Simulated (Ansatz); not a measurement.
This singlet lies 1.96 eV below the relaxed triplet at the level B3LYP/cc-pVTZ // PBE0-D3(BJ)/def2-TZVP (Ansatz, a quantum-chemistry and plane-wave program).

Species: C₂H₅GeN, SMILES `C=[CH][Ge][NH2]` (lower singlet) (charge 0, multiplicity 1).

Give a relaxed geometry from PBE0-D3(BJ)/def2-TZVP (Ansatz).

This is not unique; one that fits is the end point of this relaxation, one of several conformers (outside a Z-matrix the atoms follow the SMILES, hydrogens last).
Bond lengths (Å): C1–C2 1.333, C1–H5 1.089, C1–H6 1.088, C2–Ge3 1.976, C2–H7 1.091, Ge3–N4 1.820, N4–H8 1.009, N4–H9 1.007. Angles (°): C2–C1–H5 121.3, C2–C1–H6 123.1, H5–C1–H6 115.7, C1–C2–Ge3 119.3, C1–C2–H7 118.2, Ge3–C2–H7 122.5, C2–Ge3–N4 95.9, Ge3–N4–H8 125.4, Ge3–N4–H9 122.3, H8–N4–H9 112.3.
